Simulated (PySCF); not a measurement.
**C₆ coefficients of unlike pairs at TPSSh**

Calculated with PySCF 2.14 from the dipole response of each species, C₆(A,B) = (3/π) ∫ α_A(iu) α_B(iu) du, in atomic units, from isotropic polarisabilities. For ions this is the dispersion term alone; charge-induced terms of lower order in 1/R come first.

```json
{"species": "Cl(3+)", "configuration": "[Ne] 3s2 3p2 (3P)", "basis": "dyall-av3z (19s12p3d2f)", "relativity": "spin-free X2C", "α (bohr³)": "4.348", "C₆ (like pair)": "11.89"}
{"species": "Sb+", "configuration": "[Kr] 4d10 5s2 5p2 (3P)", "basis": "def2-TZVPPD with the def2 core potential (28 electrons) (7s5p4d2f)", "relativity": "core potential", "α (bohr³)": "25.32", "C₆ (like pair)": "210.7"}
{"species": "P(2+)", "configuration": "[Ne] 3s2 3p1 (2P)", "basis": "dyall-av3z (19s12p3d2f)", "relativity": "none", "α (bohr³)": "9.342", "C₆ (like pair)": "34.12"}
```

(1) Estimate C₆ for Sb+ with Cl(3+).

No spin-orbit coupling is included.

The other pairs:

| pair | C₆ |
| --- | --- |
| P(2+), Sb+ | 84.46 |
| P(2+), Cl(3+) | 19.58 |

Answers

(1) The integral gives 48.22. The combination rule 2 C_A C_B / (C_A α_B/α_A + C_B α_A/α_B) gives 47.53 and the geometric mean 50.05.
